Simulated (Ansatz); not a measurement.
```yaml
crystal:
  periodic: [true, true, true]
  atoms:
    - {symbol: O, position_ang: [-0.763912, -0.184984, 1.125471]}
    - {symbol: Ti, position_ang: [0.194509, 0.299087, -0.321977]}
    - {symbol: O, position_ang: [1.546284, -0.778605, -0.211929]}
    - {symbol: I, position_ang: [-1.290321, -0.397156, -2.123551]}
    - {symbol: I, position_ang: [0.524431, 2.442116, -0.433537]}
    - {symbol: H, position_ang: [-1.737919, 0.273302, 1.726832]}
    - {symbol: H, position_ang: [1.937347, -1.452119, 0.378572]}
basis:
  gaussian: {orbitals: def2-TZVPD}
hamiltonian: {xc: {name: r2SCAN50}, dispersion: d4}
scf: {lower_state_search: full}
```

```sh
$ ansatz run in.yaml --threads 4 --pin off --events-out ev --progress --plain --max-ram 11315MiB
```

It prints (some lines left out):

```
Error: YAML parse error: error: line 2 column 3: crystal: missing field `lattice` (a structure is typed as `lattice` and `atoms`, a molecule's as `atoms` in Å alone, or read from a run's directory, `checkpoint`)
 --> <input>:2:3
1 | crystal:
2 |   periodic: [true, true, true]
3 |   atoms:
4 |     - {symbol: O, position_ang: [-0.763912, -0.184984, 1.125471]}
```

(1) What is wrong with this run?

## Answers

(1) The molecule is marked periodic without a cell. The input was rejected before any iteration.
